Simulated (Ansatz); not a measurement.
`B[SiH2]B(C)[SiH3]` + `[CH3][GaH2]` → `[BH2][GaH][CH3]` + `CB([SiH3])[SiH3]`  (formal exchange of groups at a B–Si bond)

Computed with Ansatz on PBE0-D4/def2-TZVP structures; ΔE is electronic, products minus reactants. CCSD(T)/CBS adds triple-zeta CCSD(T) − MP2 to the extrapolated MP2 energy (def2 sets, frozen cores). DFT in def2-TZVPP. B3LYP here is the variant with VWN-RPA as its local correlation; programs differ in this. For Ga outer-core shells are correlated without core-valence functions, which leaves a few kJ/mol of doubt a bond. Scalar relativity is left out up to krypton. One conformer a species, not always the lowest.

`B[SiH2]B(C)[SiH3]`:

Cartesian coordinates in Å:
```
B 1.867 1.569 0.574
Si 0.510 1.332 -0.871
B -0.304 -0.424 -0.268
C 0.458 -1.763 -0.477
Si -2.069 -0.331 0.701
H 2.959 1.094 0.462
H 1.587 2.089 1.613
H 1.130 1.180 -2.220
H -0.501 2.426 -0.914
H 1.006 -1.893 0.474
H 1.210 -1.771 -1.268
H -0.181 -2.646 -0.558
H -3.120 -0.144 -0.344
H -2.412 -1.559 1.476
H -2.141 0.841 1.619
```

`[CH3][GaH2]`:

Z-matrix (Å, degrees):
```
C
Ga 1 1.966
H 1 1.092 2 111.3
H 1 1.096 2 108.8 3 117.6
H 1 1.090 2 112.4 3 -123.0
H 2 1.574 1 121.1 3 142.3
H 2 1.575 1 120.1 3 -38.7
```

`[BH2][GaH][CH3]`:

```xyz
9

B    -1.155    1.649    0.201
Ga   -0.372   -0.106   -0.567
C     1.109   -1.135    0.242
H    -0.734    2.728   -0.108
H    -2.065    1.658    0.982
H    -0.968   -0.723   -1.898
H     1.537   -0.662    1.126
H     0.746   -2.129    0.519
H     1.901   -1.281   -0.498
```

`CB([SiH3])[SiH3]`:

Z-matrix (Å, degrees):
```
C
B 1 1.554
H 1 1.093 2 115.9
H 1 1.092 2 115.8 3 131.4
H 1 1.106 2 102.4 3 -114.2
Si 2 2.018 1 120.5 3 22.7
Si 2 2.018 1 122.0 3 -160.2
H 6 1.495 2 105.8 1 -94.2
H 6 1.489 2 113.7 1 148.2
H 6 1.491 2 113.5 1 23.5
H 7 1.494 2 107.2 1 -101.0
H 7 1.491 2 111.5 1 142.2
H 7 1.491 2 114.6 1 18.7
```

```csv
level,ΔE (kcal/mol)
r2SCAN-D4,1.3
B3LYP-D4,0.4
SCS-MP2/def2-QZVPP,-0.5
CCSD/CBS(def2),-0.8
```

(1) What does CCSD(T)/CBS give? (Best estimate.)

Largest T1 diagnostic among the species: 0.015.

Results:

(1) The calculation gave: -0.3 kcal/mol. The listed levels differ from it by 1.6, 0.7, -0.2, -0.5 kcal/mol.

The D4 term adds +0.8 kcal/mol with B3LYP and +0.5 kcal/mol with PBE0; it sums over pairs of atoms, weighted by their polarisabilities, and B3LYP, whose exchange is more repulsive, gets the larger term. In def2-TZVPP, CCSD(T) changes the Hartree–Fock value by +1.2 kcal/mol (the triples alone add +0.5 kcal/mol) and MP2 by +1.1 kcal/mol.
